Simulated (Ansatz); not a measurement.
Diatomic NaLi-, multiplicity 4 (an upper state: multiplicity 2 came lower at CCSD(T)/def2-TZVPP on PBE0 minima).

Constants: fifth-degree fit in 1/R to seven points, most abundant isotopes. In def2 and cc sets the state is the lowest found near the PBE0 minimum, followed along R.

Codes used: Ansatz (Gaussian orbitals). 

Energies at PBE/def2-TZVPP:

```tsv
R (Å)	E (hartree)
3.213070	-169.62259521
3.299443	-169.62288834
3.378906	-169.62304059
3.468734	-169.62309898
3.558561	-169.62305721
3.662209	-169.62290852
3.783131	-169.62262951
```

With a reduced mass of 5.3755 u, find the minimum, the force constant and the constants.

A fifth-degree polynomial in 1/R puts the minimum at r_e = 3.4732 Å with force constant 5.35 N/m. Then ω_e = (1/2πc)√(k/μ) = 130 cm⁻¹ and B_e = h/(8π²cμr_e²) = 0.2600 cm⁻¹; the cubic and quartic terms give α_e = 0.0049 and ω_e x_e = 1.8 cm⁻¹.

Ansatz is a quantum-chemistry and plane-wave program.
